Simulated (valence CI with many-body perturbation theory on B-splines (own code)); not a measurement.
**Forbidden lines of Pm³⁺**

Calculated by configuration interaction combined with many-body perturbation theory (CI+MBPT): four valence electrons over a frozen Dirac-Fock core [Xe], radial functions for each j: 8 s, 8 p, 9 d, 9 f, 6 g, 3 h, 2 i, with the one-electron correlation potential Σ1 (screened to all orders), the two-electron term Σ2, the three-electron term Σ3, Breit, model QED; the open f shell's mean field enters the energy denominators; selected single and double excitations, second order for the rest, scaled by the run's own slope (own B-spline code, finite nucleus).

With an open or low-lying f shell, different configurations can be misplaced against each other by up to about 5,000 cm⁻¹. No measured levels were compared; by estimate terms of the open shell hold to a few per cent of their energy, and close levels can change places. Core correlation moves these levels by up to 11000 cm⁻¹, and in measured spectra 5 to 20 % of such shifts remained as error; rates that hang on mixing are uncertain with them. Among the levels kept, up to 330 cm⁻¹ of a level comes from second order outside the variational space, and about a tenth of that is noise between levels of different J, which matters for small intervals. Only levels of the ground parity were solved; by the run's estimate the other parity begins above the list, which can be wrong where configurations are misplaced.

Lines 51 to 100 of 116 in falling wavelength, among levels below 41436 cm⁻¹, chosen from the decays that carry over 1 % of a level's rate. Wavelengths and rates use the calculated energies, so an error of 2000 cm⁻¹ moves a line at 1622 nm by 32 % and its rate by three times that or more. Electric multipoles are in the length gauge, E1 and E2 with the static RPA response of the core. Weak lines are less certain than strong ones. Lines between different terms over intervals too small for the method are left out, as are lines whose strength nearly cancels. Where a level lies close to another of its J and parity, the split of strength between their lines is uncertain. Branching is blank where the lifetime is uncertain.

Names give the largest LS component (configuration and term), which can be under half, so a name can repeat, a term be missing and a line seem to break the LS rules; names also repeat where a configuration has a term twice. Letters in brackets count levels of one name in rising energy.

```tsv
λ vac (nm)	Upper	Lower	Type	A (s⁻¹)	Branch %
1622	4f4 3M_8	4f4 3K_8	M1	4.43e-01	
1614	4f4 3P_1	4f4 5G_2	M1	3.35e-02	1.1
1583	4f4 5G_5	4f4 5F_5	M1	8.29e-02	2.6
1546	4f4 3G_4 [a]	4f4 5G_3	M1	6.66e-02	1.4
1505	4f4 3L_8	4f4 3K_7	M1	3.05e-02	
1496	4f4 5G_6	4f4 5F_5	M1	1.39e-01	9.8
1466	4f4 3L_7	4f4 3K_6	M1	1.35e+00	53.4
1430	4f4 3G_4 [a]	4f4 3H_4 [a]	M1	1.17e+00	24.8
1341	4f4 3D_3	4f4 5G_3	M1	1.27e-01	6.5
1282	4f4 3M_8	4f4 3K_7	M1	1.06e+00	
1253	4f4 3D_3	4f4 3H_4 [a]	M1	1.31e-01	6.7
1236	4f4 3G_3 [a]	4f4 5F_3	M1	4.68e-01	25.9
1145	4f4 3G_4 [a]	4f4 5F_5	M1	1.23e-01	2.6
1127	4f4 3D_2	4f4 5S_2	M1	1.18e+00	32.4
1114	4f4 3G_3 [a]	4f4 5F_2	M1	4.07e-01	22.5
1086	4f4 3D_2	4f4 5F_3	M1	1.57e+00	43.1
1004	4f4 3P_1	4f4 5S_2	M1	1.29e+00	43.2
990.5	4f4 3D_2	4f4 5F_2	M1	1.00e-01	2.8
987.2	4f4 3G_4 [a]	4f4 5F_4	M1	4.01e-01	8.5
948.6	4f4 3D_2	4f4 5F_1	M1	6.23e-01	17.1
900.9	4f4 3G_4 [a]	4f4 5F_3	M1	5.15e-01	10.9
899.3	4f4 3D_3	4f4 5F_4	M1	1.17e+00	59.8
894.2	4f4 3P_1	4f4 5F_2	M1	6.01e-01	20.1
859.9	4f4 3P_1	4f4 5F_1	M1	1.03e+00	34.4
850.8	4f4 3D_3	4f4 5S_2	M1	1.02e-01	5.2
827.1	4f4 3D_3	4f4 5F_3	M1	4.94e-02	2.5
815.5	4f4 1D_2 [a]	4f4 5S_2	M1	1.43e+00	46.2
793.8	4f4 1D_2 [a]	4f4 5F_3	M1	3.77e-01	12.2
776.3	4f4 3K_8	4f4 5I_8	M1	2.77e+00	68.1
766.3	4f4 3K_7	4f4 5I_7	M1	1.70e+00	46.6
765.1	4f4 5F_5	4f4 5I_6	M1	3.69e-02	24.0
759.6	4f4 3P_0	4f4 5F_1	M1	1.36e-01	56.9
748.4	4f4 5F_4	4f4 5I_5	M1	4.45e-02	21.1
741.8	4f4 3K_6	4f4 5I_6	M1	7.65e-01	31.1
717.8	4f4 1D_2 [a]	4f4 5F_1	M1	1.06e+00	34.3
716.7	4f4 5F_3	4f4 5I_4	M1	1.98e-03	4.2
680.8	4f4 3K_8	4f4 5I_7	M1	1.20e+00	29.5
677.6	4f4 5F_5	4f4 5I_5	M1	3.27e-02	21.2
675.0	4f4 3K_7	4f4 5I_6	M1	1.88e+00	51.5
670.1	4f4 5F_4	4f4 5I_4	M1	1.20e-01	56.7
659.3	4f4 3K_6	4f4 5I_5	M1	1.68e+00	68.4
606.1	4f4 3H_4 [a]	4f4 5I_5	M1	1.77e+00	35.7
587.4	4f4 5G_3	4f4 5I_5	E2	1.44e-02	6.5
582.9	4f4 3H_5 [a]	4f4 5I_6	M1	1.77e+00	53.5
559.1	4f4 3L_8	4f4 5I_8	M1	4.16e-01	
555.8	4f4 5G_6	4f4 5I_7	M1	6.86e-01	48.6
553.9	4f4 5G_2	4f4 5I_4	E2	2.79e-02	26.7
553.7	4f4 3H_4 [a]	4f4 5I_4	M1	2.86e+00	57.6
539.4	4f4 3L_7	4f4 5I_7	M1	1.94e-01	7.7
538.1	4f4 5G_3	4f4 5I_4	M1	4.82e-02	21.8
```
